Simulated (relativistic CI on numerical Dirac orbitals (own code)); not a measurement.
Calculated at this level of theory: Dirac-Coulomb-Breit CI, KLI orbitals optimised for each configuration, a model potential for QED, unscaled Slater integrals (own radial code, finite nucleus).

The strongest absorption lines from the ground level of an ion, among the configurations computed and to levels below about 480 eV (vacuum wavelength in Å, gf): 29.558 (0.42), 29.651 (0.82), 29.735 (0.35), 29.871 (0.62), 29.971 (0.22), 60.750 (1.2), 63.820 (1.4), 66.930 (1).

Question: Which ion is it?
A. Sn²⁴⁺
B. Ru¹⁸⁺
C. Cd²²⁺
D. Pd²⁰⁺

Answer: D. Pd²⁰⁺ has 26 electrons and the ground level 3s²3p⁶3d⁸ ³F4; the strongest line goes to 3s²3p⁵3d⁹ ³F°3. The pattern of lines fixes the number of electrons, and along that sequence the line energies rise steadily with the charge (about as its square where n changes within one kind of shell, about linearly where n is kept but much faster in heavy ions where fine structure, which grows about as Z⁴, sets the gap, and irregularly where shells cross), which fixes Z. Configurations outside the model, such as inner-shell arrays, can give stronger lines. At this charge energies of transitions that change n are usually good to better than 1 %, and those within a shell (Δn = 0) to a few per cent. Terms inside the open d or f shell come out 10 to 20 % too wide with unscaled integrals.

LS names give the leading component of a level, which can be under half, so a name can repeat, a term be missing and a line seem to break the LS rules.
